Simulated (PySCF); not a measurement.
Gas-phase reaction: SnBr₂ + SnCl₂ + 4 F₂ → 2 SnF₄ + 2 BrCl, at 1200 K and a standard pressure of 1 bar. Level: M06-2X/def2-TZVP†.

Energies from PySCF, thermal terms from the rigid-rotor harmonic-oscillator model, ideal gas at 1 bar. † marks an energy on the PBE0/def2-TZVP geometry and frequencies. All species are closed-shell singlets. Sn: scalar-relativistic def2 core potential, no spin-orbit coupling. Br: all electrons, no relativistic terms. The harmonic model lacks anharmonicity and excited electronic states, which grow with temperature; levels with a mode under 35 cm⁻¹ are left out. Soft modes under 120 cm⁻¹ make the harmonic entropy rough for SnBr₂, SnCl₂.

```tsv
species	E (Ha)	H(1200 K) − E (kJ/mol)	S°(1200 K) (J/mol/K)
SnBr₂	-5362.74558	70.0	409.2
SnCl₂	-1134.74977	70.1	385.1
F₂	-199.52172	46.3	248.8
SnF₄	-613.78153	132.1	462.9
BrCl	-3034.36761	45.1	290.4
```
E: electronic energy; H − E holds the zero-point and thermal terms. 1 Ha = 2625.5 kJ/mol.

Q: Work out ΔH°, ΔS°, ΔG° and log10 K from these numbers.

A: 1. ΔE = 2×(-613.78153) + 2×(-3034.36761) − 1×(-5362.74558) − 1×(-1134.74977) − 4×(-199.52172) = -0.71605 Ha = -1880.0 kJ.
2. Δ(H − E) = 2×(132.1) + 2×(45.1) − 1×(70.0) − 1×(70.1) − 4×(46.3) = 29.1 kJ, so ΔH° = -1850.9 kJ.
3. ΔS° = 2×(462.9) + 2×(290.4) − 1×(409.2) − 1×(385.1) − 4×(248.8) = -282.9 J/K; the number of gas molecules changes by -2.
4. ΔG° = ΔH° − TΔS° = -1850.9 − 1200×(-282.9)/1000 = -1511.4 kJ.
5. log10 K = −ΔG°/(RT ln 10) = 65.80, with RT ln 10 = 22.97 kJ/mol; at standard pressures the products are favoured.
6. A shift of 10 kJ in ΔE would move log10 K by 0.44 here.
For scale, ΔH°(298 K) is -1873 kJ at this level, -1762 kJ at ωB97M-V/def2-TZVP†, and runs from -1906 to -943 kJ over the 18 levels computed.
